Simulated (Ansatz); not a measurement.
CH8Al2Si, SMILES `[CH3][AlH][SiH2][AlH2]`. The species carries charge 0 and has multiplicity 1.

```xyz
12

C    -0.194   -2.322   -0.796
Al    0.872   -0.686   -0.810
Si    0.735    0.935    1.020
Al   -1.087    2.513    0.653
H    -0.778   -2.453    0.118
H     0.449   -3.200   -0.917
H    -0.887   -2.330   -1.645
H     1.788   -0.358   -2.071
H     2.026    1.674    1.163
H     0.483    0.204    2.301
H    -2.573    2.122    1.063
H    -0.835    3.902   -0.079
```

Give the diagnostics of a CCSD(T)/def2-TZVPP run (frozen core, Ansatz). (Best estimate.)

The calculation gave: T1 = 0.0132, largest single amplitude 0.025, largest double 0.034, (T) share of the correlation energy 3.4 %, 10 CCSD cycles. The RHF solution is stable towards an unrestricted one. T1 lies under the customary mark of 0.02 for closed shells.
